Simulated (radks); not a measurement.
Results of a calculation; reference values are marked as such.
The barium ion Ba8+, 48 electrons, occupied as [Kr] 4d10 5s2.

Level of theory: Dirac Kohn-Sham, PBEsol, spin-unpolarised, spherical densities, finite nucleus; Fermi nuclear charge, rms radius 4.8378 fm (a radial shooting solver on a logarithmic mesh with Libxc functionals).

Energy parts (hartree):
total: -8120.4357
kinetic: 8668.2258
electron-nucleus: -19564.9292
Hartree: 2967.9134
exchange-correlation: -191.6457

Orbitals (lengths in bohr, moments of r in powers of bohr; r(max) is where P^2 peaks):
orbital	occ.	eigenvalue (hartree)	<1/r>	r(max)	<r^2>
1s1/2	2	-1371.385	60.68	0.01643	0.0008890
2s1/2	2	-219.9974	14.25	0.09306	0.01416
2p1/2	2	-207.5047	14.23	0.07108	0.01041
2p3/2	4	-193.4831	12.99	0.07615	0.01168
3s1/2	2	-49.49406	5.119	0.2666	0.09736
3p1/2	2	-44.24547	5.033	0.2531	0.09212
3p3/2	4	-41.53374	4.724	0.2643	0.09985
3d3/2	4	-32.31275	4.586	0.2132	0.08254
3d5/2	6	-31.73422	4.507	0.2163	0.08475
4s1/2	2	-12.74956	2.111	0.6244	0.5088
4p1/2	2	-10.83469	2.009	0.6360	0.5462
4p3/2	4	-10.26149	1.909	0.6601	0.5883
4d3/2	4	-7.11858	1.696	0.6874	0.7050
4d5/2	6	-7.01921	1.672	0.6952	0.7211
5s1/2	2	-4.57723	0.9187	1.385	2.384

The highest occupied level is 5s1/2 at -124.55 eV. Summed over all electrons, <r^2> = 18.09 bohr^2, which gives a Langevin (diamagnetic) susceptibility term of -14.3 x 10^-6 cm^3/mol. The density falls to 0.001 e/bohr^3 at r = 2.67 bohr. For comparison, the ionisation energy in NIST's Atomic Spectra Database is 131 eV (semi-empirical). In exact Kohn-Sham theory the highest level is minus the ionisation energy, but local and semilocal functionals leave it too shallow, through self-interaction and a potential that decays too fast; potentials with the right tail come closer.
